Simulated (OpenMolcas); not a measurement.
# Nb3+: effect of the metal basis

Nb3+ with its 8 nearest fluoride ions at 2.232 Å, on the Ca site of CaF2 (a = 5.46294 Å, distance in the model lattice 2.366 Å). The rest of the host is ab initio model potentials to 7.6 Å and point charges beyond; the distance is set by hand and nothing relaxes, and no local charge compensation is placed.

```yaml
Program: OpenMolcas
Method: "SS-CASPT2, IPEA 0.25 Eh, imaginary shift 0.1 Eh (closed shells correlated: 4s 4p and the ligand valence shells)"
Spin-orbit_coupling: state interaction with AMFI integrals over the reference wave functions
```

Fixed: ligand basis ANO-RCC-VDZP, active space 2 electrons in 5 orbitals (4d), DKH2 Hamiltonian.

States (labels of O, the rotations of Oh). Energies in cm-1 above the lowest state or level, χT in cm3 K/mol.

```
Run   Metal basis  Ground state  First state of that spin  First gap with spin-orbit (degeneracies)  χT at 300 K  First state of another spin                      Cost
  A  ANO-RCC-VDZP           3A2                 3T2 16910                               8450 (3, 2)        0.903                      1E 8510  roughly 110 core-seconds
  B  ANO-RCC-VTZP           3A2                 3T2 15820                               7870 (3, 2)        0.899                      1E 7930    roughly 3 core-minutes
```

Against A, the first state of the same spin changes by -6.4 % in B.

Costs are those of the CASPT2 steps.

Roots that are degenerate in the reference are averaged as groups; the widest CASPT2 spread within a group is 660 cm-1 (the 3-fold group of multiplicity 1 near 26800 cm-1 above the lowest state of its run, B). Shifts and gaps below about the spread of the groups concerned are not significant. Over all roots computed the reference weight is 0.69 to 0.70 in A, 0.68 to 0.69 in B; a low but even weight reflects the number of correlated electrons. Ligand-to-metal charge-transfer states are missing. With no ligand orbital active B as a rule stays too high, so bands that hang on it stand too high and its fall with covalency is understated. With one d shell and no ligand orbital active, 10Dq can be off by a tenth or more. No measured value stands beside these numbers; the geometry was set by hand and not optimised.
